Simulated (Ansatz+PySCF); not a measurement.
Values are calculated unless marked as measured or tabulated.
Input for PySCF 2.14.0:

```python
from pyscf import gto, scf, mp

# the (T+d) and (D+d) sets load through basis_set_exchange
mol = gto.M(atom="""
Co 0.000000 0.000000 0.000000
Cl -1.884300 -0.468200 -0.706200
""", basis={'Cl': 'cc-pv(t+d)z', 'Co': 'cc-pvtz'}, charge=0, spin=2)
mf = scf.UHF(mol)
mf.kernel()
pt = mp.MP2(mf, frozen=14).run()
print(mf.e_tot, pt.e_corr, pt.e_tot)
```

The script is written out from the run's settings.

The run gave:

* Converged: yes
* Reference energy: -1840.92889 hartree
* Correlation energy: -0.52290 hartree
* Total energy: -1841.45179 hartree
* Spin squared of the determinant: 2.020

Messages of the program:
```
WARN: HOMO 0.16729444799371 >= LUMO 0.100774066113529
WARN: HOMO 0.16729444799371 >= LUMO 0.100774066113529
```

The reference isn't the lowest determinant (another lies 1.66 eV lower), but the same method gives a higher total on the lower determinant. Caution: another spin multiplicity may lie lower.
